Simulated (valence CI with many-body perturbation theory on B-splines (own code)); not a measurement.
Results of a calculation; reference values are marked as such.
# Rh XXIII: magnetic and hyperfine properties of the levels

Method: relativistic CI+MBPT: five valence electrons over a frozen Dirac-Fock core [Ar], a basis of 7 s, 7 p, 8 d, 6 f, 4 g, 1 h functions for each j, with the one-electron correlation potential Σ1 (screened to all orders), the two-electron term Σ2, the three-electron term Σ3, Breit, model QED; selected single and double excitations, second order for the rest, scaled by the run's own slope (own B-spline code, finite nucleus).

No measured levels were compared; by estimate terms of the open shell hold to 2 to 4 % of their energy, and close levels can change places. Only levels of the ground parity were solved; by the run's estimate the other parity begins above the list, which can be wrong where configurations are misplaced.

A/g_I is the dipole constant over the nuclear g factor μ/I (μ in nuclear magnetons, uniformly magnetised nucleus), B/Q the quadrupole constant per barn. Both hold the static response of the core; the bare values leave it out. Large factors of s and p1/2 electrons are usually good to 5 to 10 %; those of open d and f shells near neutrality can be off by tens of per cent, and small factors of p3/2, d and f electrons come from cancelling terms and can be off by a factor of two or in sign, in half-filled shells by more. B is blank for J = 1/2, where it vanishes, and for nearly pure S terms. Energies count from the lowest level.

Names give the largest LS component (configuration and term), which can be under half, so a name can repeat, a term be missing and a line seem to break the LS rules; names also repeat where a configuration has a term twice. Letters in brackets count levels of one name in rising energy.

```
         Level  E (cm⁻¹)      g  A/g_I (MHz)  A/g_I bare  B/Q (MHz/b)  B/Q bare
    3d⁵ ⁶S_5/2         0  1.947         -330         430          366       369
3d⁵ ⁴G_5/2 [a]     86454  1.043         6430        6510         8550      8750
    3d⁵ ⁴G_7/2    107130  1.064         7120        7210         6320      6480
   3d⁵ ⁴G_11/2    109870  1.232         7400        7610        -83.6     -86.1
    3d⁵ ⁴P_3/2    111260  1.415         6400        6750         6880      7040
3d⁵ ⁴G_5/2 [b]    113230  1.053         6180        6270         3410      3490
    3d⁵ ⁴G_9/2    114990  1.167         6950        7120         4860      4980
    3d⁵ ⁴P_1/2    123820  1.938        -2890       -2130                       
    3d⁵ ⁴D_7/2    138800  1.324         4890        5180         2480      2530
    3d⁵ ⁴D_5/2    147810  1.297         6500        6770         -943      -968
    3d⁵ ⁴D_1/2    156310  0.682        15400       15200                       
   3d⁵ ²I_11/2    159130  0.983         8570        8600          937       961
    3d⁵ ⁴D_3/2    160510  1.344         7590        7890        -3380     -3460
3d⁵ ²F_7/2 [a]    170020  1.123         8480        8610        -8710     -8910
   3d⁵ ²I_13/2    172030  1.074         8510        8600        -27.7     -24.6
3d⁵ ²D_3/2 [a]    174980  0.697        12300       12100         -961      -981
3d⁵ ²G_9/2 [a]    176140  1.165         6920        7080         -261      -279
3d⁵ ²F_5/2 [a]    180850  1.077         6830        6930         1710      1760
    3d⁵ ⁴F_5/2    198810  1.066         7660        7750        -8210     -8400
    3d⁵ ²H_9/2    202850  1.092         7880        7990         1500      1540
3d⁵ ²G_7/2 [a]    210660  1.045         9200        9270          359       364
    3d⁵ ⁴F_3/2    217770  0.652        13100       12900        -1370     -1400
3d⁵ ²F_7/2 [b]    220690  1.077         8250        8350        -5270     -5400
3d⁵ ²F_5/2 [b]    222320  0.984         7060        7090         3180      3260
   3d⁵ ²H_11/2    234840  1.062         8330        8420         -912      -926
3d⁵ ²F_7/2 [c]    237600  1.150         7760        7910        -3360     -3440
3d⁵ ²G_9/2 [b]    240900  1.090         7710        7820          651       664
    3d⁵ ²S_1/2    244530  1.960        -1520        -746                       
3d⁵ ²D_5/2 [a]    257620  1.060         7660        7740         -501      -504
3d⁵ ²D_3/2 [b]    272450  0.815         9950        9850        -4580     -4700
3d⁵ ²D_5/2 [b]    290560  1.137         6750        6890        -3250     -3330
3d⁵ ²G_9/2 [c]    303380  1.108         7590        7710        -6740     -6900
3d⁵ ²G_7/2 [b]    311770  0.911        10000        9970         8130      8330
    3d⁵ ²P_3/2    352580  1.245         7260        7480        -7780     -7970
    3d⁵ ²P_1/2    368290  0.744          699         579                       
3d⁵ ²D_5/2 [c]    396190  1.195         5960        6150        -4330     -4440
3d⁵ ²D_3/2 [c]    407110  0.875        13300       13200        11200     11500
```

(1) Take the isotope of mass number 103, with I = 1/2, μ = -0.08829 μN. What is the hyperfine structure of 3d⁵ ⁴G_7/2?

Answers

(1) From the table A = -1260 MHz. Shifts from the centre of gravity in MHz: F = 3: 2840, F = 4: -2200.
